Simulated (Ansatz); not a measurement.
Two structures of Si2H6ClF, singlet, reached by relaxing down either side of one saddle point (PBE0-D4/def2-TZVP). Energies are electronic, without zero-point energy. Program: Ansatz 0.2.0. Basis: def2-TZVPP and def2-QZVPP. Cores are frozen in the correlated methods. Extrapolation: Hartree–Fock as exp(−7.88 √X), correlation as X^−2.97. First:

```tsv
atom	x (Å)	y (Å)	z (Å)
Si1	-0.3054	-0.0976	-0.2318
Cl2	0.9820	1.4139	-0.8798
H3	-0.2706	-1.1583	-1.2666
H4	-1.6611	0.4980	-0.1659
Si5	0.4635	-0.8350	1.8491
H6	-0.2076	1.6423	-2.7586
F7	-0.8656	1.5126	-3.4014
H8	0.4584	0.3002	2.8067
H9	-0.4368	-1.9103	2.3436
H10	1.8432	-1.3660	1.7049
```

Second:

```
atom    x (Å)    y (Å)    z (Å)
 Si1  -1.1054  -0.4532  -0.6108
 Cl2   1.9830   2.3649  -0.7422
  H3  -1.1354  -1.6863  -1.4380
  H4  -2.4808  -0.1441  -0.1434
 Si5   0.3994  -0.6405   1.1752
  H6   0.9251   1.9243  -1.3248
  F7  -0.6700   0.7564  -1.5996
  H8   0.4094   0.5999   1.9901
  H9  -0.0908  -1.7730   2.0090
 H10   1.7658  -0.9485   0.6844
```

(1) Which bonds change from the first to the second?

(2) Give the saddle point's structure and its height above each. (An estimate is asked for; the value comes from the calculation.)

No T1 diagnostic of these runs exceeds 0.013.

## Answers

(1) Si₂H₅Cl ([SiH3][SiH2][Cl]) + HF → Si₂H₅F ([F][SiH2][SiH3]) + HCl; bonds formed: Si1–F7, Cl2–H6; bonds broken: Si1–Cl2, H6–F7.

(2) By the calculation: 1.308 eV above the first and 1.583 eV above the second (CCSD(T) at an estimated basis limit (MP2 extrapolated from triple and quadruple zeta, plus CCSD(T) − MP2 in triple zeta)).
Si1  (-0.701, 0.013, -0.471)
Cl2  (0.683, 2.006, -0.423)
H3  (-1.106, -1.228, -1.195)
H4  (-1.930, 0.795, -0.232)
Si5  (0.528, -0.729, 1.371)
H6  (0.319, 1.324, -1.961)
F7  (-0.184, 0.517, -2.327)
H8  (0.592, 0.323, 2.415)
H9  (-0.098, -1.963, 1.924)
H10  (1.899, -1.058, 0.900)
(Å)

Labels in which every atom is bracketed show which atoms are joined, not bond orders.

For scale, one of the runs: CCSD(T)/def2-TZVPP, 241 basis functions (an equivalent command: `ansatz run in.yaml --threads 4`). Time: 110 s of wall clock on 4 CPU threads; the host was shared. Peak host memory: 4.3 GiB.
